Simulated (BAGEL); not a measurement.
# How the cost of ROHF grows with the basis: doublet CH3Cl3Sn+

CH3Cl3Sn+: 8 atoms, total charge +1, spin state doublet. As SMILES of the parent species, `[CH3][Sn]([Cl])([Cl])[Cl]`. The shape is that of a PBE0-D4/def2-TZVP optimisation. That shape belongs to the parent species and isn't relaxed for this state.

ROHF (DKH2, density fitting with AutoAux), energy, BAGEL 1.2.2, on 1 thread of Intel Xeon at 2.30GHz, shared host. N is the number of basis functions, t the processor time.

| basis | N | t (s) | ln N | ln t |
| --- | --- | --- | --- | --- |
| ANO-RCC-MB | 62 | 8.6 | 4.127 | 2.152 |
| ANO-RCC-VDZ | 85 | 14 | 4.443 | 2.639 |
| ANO-RCC-VDZP | 126 | ? | 4.836 | ? |
| ANO-RCC-VTZP | 242 | 110 | 5.489 | 4.700 |

Question: Fit t = C·Nᵖ to the known rows and estimate the time in ANO-RCC-VDZP.

Answer: 
1. Means of the 3 rows: ln N = 4.68633, ln t = 3.1637.
2. Σ(Δln N)² = 1.0163, Σ(Δln N·Δln t) = 1.9267, so the slope is 1.9267/1.0163 = 1.8958.
3. Intercept: 3.1637 − (1.8958) × 4.68633 = -5.7206. The largest residual of the fit is 0.063.
4. ln t = -5.7206 + 1.8958 × 4.836, so t ≈ 31 s.

The run took 38 s, so the estimate is too short by a factor of about 1.2. The fitted power is 1.9, with the electron count fixed.
